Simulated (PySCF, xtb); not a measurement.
C₃H₈NO, SMILES C[NH+](C)C=O, charge +1.

GFN2-xTB in xtb 6.7.1 at its own geometry gives an orbital gap of 4.38 eV.

The structure is a stationary point at PBE0-D3(BJ)/def2-SVP. The isomer is the one that the SMILES or the coordinates give; other isomers of the formula were not compared. The values are those of a single conformer.

### Question
What does B3LYP/def2-TZVP in PySCF give? (An estimate is asked for; the answer gives what the named calculation found.)

### Answer
gap 7.03 eV (levels -14.01 and -6.98 eV).
